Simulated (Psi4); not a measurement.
Two rigid molecules brought together: H2 ··· HCl (SMILES [H][H] and Cl). Monomers: optimised at B3LYP-D3(BJ) (def2-TZVP), held rigid. Orientation: a random orientation, not optimised. R is the distance of the centres of mass, along which the second monomer moves.

Geometry at R = 3.42 Å (first 2 atoms: monomer A):
```
4

H      0.3719     0.0000     0.0000
H     -0.3719     0.0000     0.0000
Cl    -2.8655    -1.1286    -1.4612
H     -2.6412    -0.9117    -2.7046
```

- PBE/def2-TZVP, counterpoise-corrected (Psi4)
- PBE-D3(BJ)/def2-TZVP, counterpoise-corrected (Psi4)
- B3LYP/def2-TZVP, counterpoise-corrected (Psi4)
- CCSD(T)/aug-cc-pVDZ = DF-CCSD(T)/aug-cc-pVDZ, frozen core, counterpoise-corrected (Psi4)

Interaction energies in kJ/mol; the last columns give the difference from CCSD(T):

```json
[
 {"R / Å": "2.86", "PBE/def2-TZVP": "5.31", "PBE-D3(BJ)/def2-TZVP": "3.84", "B3LYP/def2-TZVP": "7.77", "CCSD(T)/aug-cc-pVDZ": "7.87", "PBE/def2-TZVP − CCSD(T)/aug-cc-pVDZ": "-2.56", "PBE-D3(BJ)/def2-TZVP − CCSD(T)/aug-cc-pVDZ": "-4.03", "B3LYP/def2-TZVP − CCSD(T)/aug-cc-pVDZ": "-0.10"},
 {"R / Å": "3.00", "PBE/def2-TZVP": "2.48", "PBE-D3(BJ)/def2-TZVP": "1.13", "B3LYP/def2-TZVP": "4.60", "CCSD(T)/aug-cc-pVDZ": "4.20", "PBE/def2-TZVP − CCSD(T)/aug-cc-pVDZ": "-1.72", "PBE-D3(BJ)/def2-TZVP − CCSD(T)/aug-cc-pVDZ": "-3.07", "B3LYP/def2-TZVP − CCSD(T)/aug-cc-pVDZ": "0.40"},
 {"R / Å": "3.19", "PBE/def2-TZVP": "0.42", "PBE-D3(BJ)/def2-TZVP": "-0.76", "B3LYP/def2-TZVP": "2.21", "CCSD(T)/aug-cc-pVDZ": "1.43", "PBE/def2-TZVP − CCSD(T)/aug-cc-pVDZ": "-1.02", "PBE-D3(BJ)/def2-TZVP − CCSD(T)/aug-cc-pVDZ": "-2.20", "B3LYP/def2-TZVP − CCSD(T)/aug-cc-pVDZ": "0.78"},
 {"R / Å": "3.42", "PBE/def2-TZVP": "-0.60", "PBE-D3(BJ)/def2-TZVP": "-1.57", "B3LYP/def2-TZVP": "0.89", "CCSD(T)/aug-cc-pVDZ": "-0.05", "PBE/def2-TZVP − CCSD(T)/aug-cc-pVDZ": "-0.55", "PBE-D3(BJ)/def2-TZVP − CCSD(T)/aug-cc-pVDZ": "-1.53", "B3LYP/def2-TZVP − CCSD(T)/aug-cc-pVDZ": "0.94"},
 {"R / Å": "3.66", "PBE/def2-TZVP": "-0.87", "PBE-D3(BJ)/def2-TZVP": "-1.64", "B3LYP/def2-TZVP": "0.37", "CCSD(T)/aug-cc-pVDZ": "-0.56", "PBE/def2-TZVP − CCSD(T)/aug-cc-pVDZ": "-0.31", "PBE-D3(BJ)/def2-TZVP − CCSD(T)/aug-cc-pVDZ": "-1.08", "B3LYP/def2-TZVP − CCSD(T)/aug-cc-pVDZ": "0.93"},
 {"R / Å": "3.84", "PBE/def2-TZVP": "-0.84", "PBE-D3(BJ)/def2-TZVP": "-1.48", "B3LYP/def2-TZVP": "0.22", "CCSD(T)/aug-cc-pVDZ": "-0.64", "PBE/def2-TZVP − CCSD(T)/aug-cc-pVDZ": "-0.20", "PBE-D3(BJ)/def2-TZVP − CCSD(T)/aug-cc-pVDZ": "-0.84", "B3LYP/def2-TZVP − CCSD(T)/aug-cc-pVDZ": "0.87"},
 {"R / Å": "4.10", "PBE/def2-TZVP": "-0.69", "PBE-D3(BJ)/def2-TZVP": "-1.17", "B3LYP/def2-TZVP": "0.13", "CCSD(T)/aug-cc-pVDZ": "-0.59", "PBE/def2-TZVP − CCSD(T)/aug-cc-pVDZ": "-0.10", "PBE-D3(BJ)/def2-TZVP − CCSD(T)/aug-cc-pVDZ": "-0.58", "B3LYP/def2-TZVP − CCSD(T)/aug-cc-pVDZ": "0.73"},
 {"R / Å": "4.45", "PBE/def2-TZVP": "-0.47", "PBE-D3(BJ)/def2-TZVP": "-0.78", "B3LYP/def2-TZVP": "0.08", "CCSD(T)/aug-cc-pVDZ": "-0.44", "PBE/def2-TZVP − CCSD(T)/aug-cc-pVDZ": "-0.03", "PBE-D3(BJ)/def2-TZVP − CCSD(T)/aug-cc-pVDZ": "-0.34", "B3LYP/def2-TZVP − CCSD(T)/aug-cc-pVDZ": "0.52"},
 {"R / Å": "4.95", "PBE/def2-TZVP": "-0.24", "PBE-D3(BJ)/def2-TZVP": "-0.41", "B3LYP/def2-TZVP": "0.02", "CCSD(T)/aug-cc-pVDZ": "-0.26", "PBE/def2-TZVP − CCSD(T)/aug-cc-pVDZ": "0.03", "PBE-D3(BJ)/def2-TZVP − CCSD(T)/aug-cc-pVDZ": "-0.14", "B3LYP/def2-TZVP − CCSD(T)/aug-cc-pVDZ": "0.28"},
 {"R / Å": "5.60", "PBE/def2-TZVP": "-0.09", "PBE-D3(BJ)/def2-TZVP": "-0.17", "B3LYP/def2-TZVP": "-0.02", "CCSD(T)/aug-cc-pVDZ": "-0.14", "PBE/def2-TZVP − CCSD(T)/aug-cc-pVDZ": "0.05", "PBE-D3(BJ)/def2-TZVP − CCSD(T)/aug-cc-pVDZ": "-0.04", "B3LYP/def2-TZVP − CCSD(T)/aug-cc-pVDZ": "0.12"},
 {"R / Å": "6.65", "PBE/def2-TZVP": "-0.03", "PBE-D3(BJ)/def2-TZVP": "-0.06", "B3LYP/def2-TZVP": "-0.03", "CCSD(T)/aug-cc-pVDZ": "-0.06", "PBE/def2-TZVP − CCSD(T)/aug-cc-pVDZ": "0.02", "PBE-D3(BJ)/def2-TZVP − CCSD(T)/aug-cc-pVDZ": "0.00", "B3LYP/def2-TZVP − CCSD(T)/aug-cc-pVDZ": "0.03"},
 {"R / Å": "7.96", "PBE/def2-TZVP": "-0.01", "PBE-D3(BJ)/def2-TZVP": "-0.02", "B3LYP/def2-TZVP": "-0.01", "CCSD(T)/aug-cc-pVDZ": "-0.02", "PBE/def2-TZVP − CCSD(T)/aug-cc-pVDZ": "0.01", "PBE-D3(BJ)/def2-TZVP − CCSD(T)/aug-cc-pVDZ": "0.00", "B3LYP/def2-TZVP − CCSD(T)/aug-cc-pVDZ": "0.01"}
]
```

PBE/def2-TZVP is furthest from CCSD(T)/aug-cc-pVDZ at 2.86 (-2.56 kJ/mol, below); its mean absolute difference over the points is 0.55 kJ/mol.

PBE-D3(BJ)/def2-TZVP is furthest from CCSD(T)/aug-cc-pVDZ at 2.86 (-4.03 kJ/mol, below); its mean absolute difference over the points is 1.15 kJ/mol.

B3LYP/def2-TZVP is furthest from CCSD(T)/aug-cc-pVDZ at 3.42 (0.94 kJ/mol, above); its mean absolute difference over the points is 0.47 kJ/mol.
